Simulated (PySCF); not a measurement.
Atom-mapped SMILES (the numbers label the heavy atoms): `[CH2:1]=[CH:2][Si:3]1([O:4][SiH3:5])[CH2:6][CH2:7][CH2:8]1`. Each H is labelled by its parent atom. Ha(C1) is cis to Si3; Hb(C1) is trans to Si3.

Geometry: PBE0-D3(BJ)/def2-SVP; GIAO shifts from PySCF, gas phase, non-relativistic, averaged over equivalent atoms.

At PBE0/pcSseg-1 (210 basis functions, 45 s wall time on 1 thread of an Arm Neoverse V2, shared host):
| atoms | δ (ppm) |
| --- | --- |
| C2 | 143.1 |
| C1 | 142.7 |
| C6/C8 | 19.5 |
| C7 | 14.7 |
| Si3 | 3.1 |
| Si5 | -41.0 |
| O4 | 53.7 |
| Hb(C1) | 6.36 |
| H(C2) | 6.36 |
| Ha(C1) | 6.15 |
| H(Si5) | 5.07 |
| Ha(C7) | 2.01 |
| Ha(C6)/Ha(C8) | 1.32 |
| Hb(C7) | 1.25 |
| Hb(C6)/Hb(C8) | 1.24 |

References, each an isolated molecule treated in the same way: TMS for $^{13}$C (σref 184.41), $^{29}$Si (σref 351.99), $^{1}$H (σref 31.27); $^{17}$O (σref 334.56) vs H2O.

Problem. Predict the values at mPW1PW91/pcSseg-1 on the same geometry.

Solution. 
```
        atoms  δ at mPW1PW91/pcSseg-1  change
           C2                   142.9    -0.2
           C1                   142.7    +0.0
        C6/C8                    19.6    +0.1
           C7                    14.9    +0.2
          Si3                     2.6    -0.5
          Si5                   -40.8    +0.2
           O4                    52.4    -1.3
       Hb(C1)                    6.34   -0.02
        H(C2)                    6.33   -0.03
       Ha(C1)                    6.13   -0.02
       H(Si5)                    5.01   -0.06
       Ha(C7)                    2.00   -0.01
Ha(C6)/Ha(C8)                    1.31   -0.01
       Hb(C7)                    1.25   +0.00
Hb(C6)/Hb(C8)                    1.23   -0.01
```

Scale: $^{13}$C (σ = 183.54 ppm) and $^{29}$Si (σ = 350.83 ppm) and $^{1}$H (σ = 31.32 ppm) vs TMS; $^{17}$O (σ = 333.30 ppm) against H2O (reference shieldings calculated alike).

The largest change is at O4 (oxygen bonded to 2 Si). Cost: 210 basis functions, 28 s wall time on 1 thread of an Arm Neoverse V2, shared host. The order of the carbon signals is the same at both levels.

Experimental scales use liquid or dissolved standards, which lie at an offset from isolated H2O (liquid H2O: subtract about 36 ppm).
